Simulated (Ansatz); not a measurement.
```json
{"atom": "S", "x (Å)": "0.0000", "y (Å)": "0.0000", "z (Å)": "-0.4606"}
{"atom": "O", "x (Å)": "0.0000", "y (Å)": "0.0000", "z (Å)": "0.9212"}
```

Basis set: cc-pVDZ (spherical functions). Frozen core: 6 orbitals. Charge 0, multiplicity 3.

Computed with Ansatz (development build ahead of 0.2.0); each method stands on the lowest determinant of its kind that the runs found.

The atomization energy at this shape (free ground-state atoms in the same class of orbitals less the molecule, no zero-point energy) of triplet SO:

| method | atomization energy |
| --- | --- |
| UHF-MP2 | 3.81 eV |

(1) What does UHF give?

## Answers

(1) 1.25 eV. Caution: the shape is not the minimum.
